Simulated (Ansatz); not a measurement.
BCl₂, doublet, geometry from GFN2-xTB.

Ansatz (a program for electronic structure) was given this input:
Ansatz 0.2 input:
```yaml
crystal:
  periodic: [false, false, false]
  atoms:
    - {symbol: B, position_ang: [-0.01065557, 0.71135712, -0.06266828]}
    - {symbol: Cl, position_ang: [1.48570467, -0.08446017, -0.01439496]}
    - {symbol: Cl, position_ang: [-1.48257068, -0.12476251, 0.03282680]}
basis:
  gaussian:
    orbitals: def2-TZVP
magnetization: {spin_polarized: true, initial_magnetization: 1}
correlation: {method: ccsd}
```

Problem. What does this run give for the MP2 correlation energy, total energy, coupled-cluster correlation energy (without the perturbative part)?

Solution. 
* **MP2 correlation energy**: -0.4407 Eh
* **total energy**: -944.210126 Ha
* **coupled-cluster correlation energy (without the perturbative part)**: -0.4769 Eh
